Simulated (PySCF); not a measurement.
A PySCF script (with the pyscf-properties extension) for the NMR shieldings of `C=N[Si@H](C)OCCC#N`, C₅H₁₀N₂OSi, on a PBE0-D3(BJ)/def2-SVP geometry:

```python
import basis_set_exchange as bse
import numpy as np
from pyscf import gto, dft
from pyscf.prop import nmr

atoms = """
C    -0.893316   -1.582464   -1.737923
N    -0.747016   -0.357667   -1.465790
Si   -1.092650    0.359024    0.098409
C    -2.353591    1.708283   -0.092135
O     0.332949    1.064810    0.622695
C     1.634433    0.761268    0.237138
C     2.256958   -0.327148    1.116992
C     1.610711   -1.622253    0.950074
N     1.071978   -2.632751    0.781402
H    -1.246984   -2.350108   -1.017839
H    -0.652561   -1.965259   -2.748459
H    -1.541907   -0.662797    1.095928
H    -2.529390    2.212754    0.870308
H    -3.311985    1.295255   -0.443419
H    -2.006539    2.455056   -0.821723
H     1.680180    0.451833   -0.822503
H     2.249944    1.669614    0.346083
H     2.182723   -0.030265    2.175246
H     3.327504   -0.437235    0.878609
"""
names = dict.fromkeys(["C", "N", "Si", "O", "H"], "pcSseg-1")
basis = {el: gto.basis.parse(bse.get_basis(n, elements=[el], fmt="nwchem")) for el, n in names.items()}
mol = gto.M(atom=atoms, basis=basis, charge=0, verbose=0)
mf = dft.RKS(mol, xc="PBE0")
mf.grids.level = 2
mf.grids.alignment = dft.numint.BLKSIZE   # the property module wants whole blocks of grid points
mf.conv_tol = 1e-9
mf.kernel()

calc = nmr.RKS(mf)   # GIAO
C = mf.mo_coeff
Co = C[:, mf.mo_occ > 0]
resp = mf.gen_response(singlet=True, hermi=2)
def vind(x):   # induced exchange potential for any number of trial vectors
    d = np.einsum("pi,xij,qj->xpq", C, 2 * x.reshape(-1, C.shape[1], Co.shape[1]), Co, optimize=True)
    return np.einsum("xpq,pi,qj->xij", resp(d - d.transpose(0, 2, 1)), C, Co, optimize=True).ravel()
mo1, _ = nmr.rhf.solve_mo1(calc, with_cphf=vind)
sigma = calc.kernel(mo1)
for i, s in enumerate(sigma):   # ppm
    w = np.linalg.eigvalsh((s + s.T) / 2)
    print("%2d %-2s iso %8.1f  s11 %8.1f  s22 %8.1f  s33 %8.1f" % (i, mol.atom_pure_symbol(i), w.mean(), *w))
```

**Question.** Give the expected output.

**Answer.** 
```
 0 C  iso      0.7  s11   -101.0  s22    -22.5  s33    125.6
 1 N  iso   -151.3  s11   -534.2  s22   -191.8  s33    272.1
 2 Si iso    349.5  s11    299.7  s22    349.8  s33    399.1
 3 C  iso    184.0  s11    175.4  s22    185.6  s33    190.9
 4 O  iso    284.6  s11    243.7  s22    295.5  s33    314.7
 5 C  iso    123.6  s11     91.7  s22    113.8  s33    165.2
 6 C  iso    161.3  s11    148.3  s22    159.9  s33    175.7
 7 C  iso     58.7  s11    -58.6  s22    -53.0  s33    287.5
 8 N  iso    -42.6  s11   -224.5  s22   -200.9  s33    297.6
 9 H  iso     22.5  s11     19.5  s22     23.0  s33     24.9
10 H  iso     22.5  s11     21.2  s22     22.8  s33     23.3
11 H  iso     26.0  s11     21.8  s22     25.9  s33     30.2
12 H  iso     30.8  s11     26.8  s22     28.5  s33     37.2
13 H  iso     31.3  s11     27.2  s22     28.4  s33     38.4
14 H  iso     30.6  s11     26.4  s22     28.5  s33     36.9
15 H  iso     27.1  s11     23.2  s22     27.0  s33     31.1
16 H  iso     27.5  s11     21.8  s22     27.3  s33     33.3
17 H  iso     28.8  s11     25.2  s22     27.2  s33     34.2
18 H  iso     29.4  s11     24.4  s22     27.6  s33     36.1
```

These numbers come from an equivalent density-fitted implementation of the same equations, which agrees with the script to about 0.01 ppm for H and up to a few tenths of a ppm for heavy atoms, so last digits may differ.

**Question.** Turn these shieldings into chemical shifts. δ = σ(ref) − σ, references computed at the same level: 13C (184.41 ppm), 29Si (351.99 ppm), 1H (31.27 ppm) against TMS; NH3 for 15N (265.67 ppm); 17O (334.56 ppm) against H2O.

**Answer.** Averaging equivalent atoms: C 0: 183.7; C 7: 125.8; C 5: 60.8; C 6: 23.1; C 3: 0.4; N 1: 417.0; N 8: 308.3; Si 2: 2.5; O 4: 49.9; H 10: 8.82; H 9: 8.79; H 11: 5.31; H 15: 4.19; H 16: 3.79; H 17: 2.42; H 18: 1.92; H 12/13/14: 0.35 ppm. Experimental scales use liquid or dissolved standards, which lie at an offset from isolated NH3 (liquid NH3: subtract about 20 ppm) and H2O (liquid H2O: subtract about 36 ppm). Unscaled 15N shifts of sp2 nitrogen come out 20 to 40 ppm too high even then.

Size and cost of the density-fitted run: 210 basis functions, 2.3 min wall time on 1 thread of an Intel Xeon, shared host; peak memory 1.1 GiB.
